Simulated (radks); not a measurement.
Task: All-electron atom: Sn+ in [Kr] 4d10 5s2 6p1 (not the ground configuration). Method: Dirac Kohn-Sham, LDA (Slater exchange, Perdew-Wang correlation), spin-unpolarised, spherical densities, finite nucleus; open shells fill j = l - 1/2 first; Fermi nuclear charge, rms radius 4.6519 fm; computed with a radial shooting solver on a logarithmic mesh with Libxc functionals. Some entries of the table are withheld. Estimate them.

orbital  occ.  eigenvalue (hartree)  <r> (bohr)
1s1/2       2             -1064.712     0.02908
2s1/2       2             -161.1256      0.1252
2p1/2       2             -150.6264         (1)
2p3/2       4             -142.1628         (2)
3s1/2       2             -31.45804      0.3397
3p1/2       2             -27.18496      0.3303
3p3/2       4             -25.63977      0.3415
3d3/2       4             -18.05536      0.3127
3d5/2       6             -17.73603      0.3163
4s1/2       2              -5.38138      0.8183
4p1/2       2              -3.95735         (3)
4p3/2       4              -3.67597         (4)
4d3/2       4              -1.44505       1.086
4d5/2       6              -1.40623       1.100
5s1/2       2              -0.80863       2.222
6p1/2       1                   (5)       6.656
6p3/2       0                   (6)       6.788

Result: 
(1) 2p1/2 <r> (bohr): 0.1058
(2) 2p3/2 <r> (bohr): 0.1112
(3) 4p1/2 <r> (bohr): 0.8650
(4) 4p3/2 <r> (bohr): 0.8953
(5) 6p1/2 eigenvalue (hartree): -0.17017
(6) 6p3/2 eigenvalue (hartree): -0.16568
